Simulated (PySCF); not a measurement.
**Question.** What does the PBE0-D3(BJ)/def2-SVP structure of `[Si@H](C#N)(O)OC` look like in three dimensions?

**Answer.** 
```xyz
11
C2H5NO2Si angstrom
C      1.7611   -0.0009    0.2448
O      0.6058   -0.7655    0.0144
Si    -0.9466   -0.4247    0.4238
O     -1.9832   -1.3489   -0.4453
C     -1.1892    1.3843    0.0082
N     -1.3015    2.5068   -0.2614
H      1.6281    1.0489   -0.0701
H      2.5875   -0.4358   -0.3356
H      2.0469   -0.0119    1.3107
H     -1.2714   -0.6284    1.8498
H     -1.9032   -1.3458   -1.4040
```

Any rigid rotation of these coordinates is as good. Atoms count from 1 in this order. Si3 (oxygen-bound silicon) is distorted tetrahedral (angles from 105.5° to 114.9°). Of the pairs four or more bonds apart, C5···H7 is among the closest relative to their van der Waals radii: 2.84 Å, 98 % of the sum of Bondi's values. O4 (silanol oxygen) is bent (angle 118.3°). O2 (silyl ether oxygen) is bent (angle 128.6°).

Bonds between heavy atoms (Å): C1–O2 1.404, O2–Si3 1.641, Si3–O4 1.638, Si3–C5 1.872, C5≡N6 1.160.

Method used: PySCF, PBE0-D3(BJ)/def2-SVP geometry optimisation, gas phase.

Point group: C1 (no symmetry element, even within 0.4 Å). No frequency check. The numbers are those of one conformer (C1–O2–Si3–O4 162°, O2–Si3–O4–H -53°).
